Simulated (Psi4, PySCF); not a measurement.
Input for PySCF:
```python
from pyscf import gto, scf, dft

mol = gto.Mole()
mol.atom = '''
    Li   -0.00000000   -0.00000000   -1.65974449
    F     0.00000000    0.00000000    0.55324816
'''
mol.basis = 'def2-svp'
mol.charge = 1
mol.spin = 1
mol.verbose = 4
mol.build()

mf = dft.UKS(mol)
mf.xc = 'revpbe'
mf.grids.atom_grid = (99, 590)
mf.grids.prune = None
mf.kernel()
```

Task: Convert this to an input for Psi4.

Result: Several could match; the one computed here: 
```
memory 2 GB

molecule {
1 2
  Li   -0.00000000   -0.00000000   -1.65974449
  F     0.00000000    0.00000000    0.55324816
}

set basis def2-svp
set reference uks
set scf_type pk
set puream true
set d_convergence 1e-8
set dft_radial_points 99
set dft_spherical_points 590

energy('revpbe')
print_variables()
```

Both were run: PySCF gave -106.897711 Eh and Psi4 -106.897712 Eh, 0.000 mEh apart.
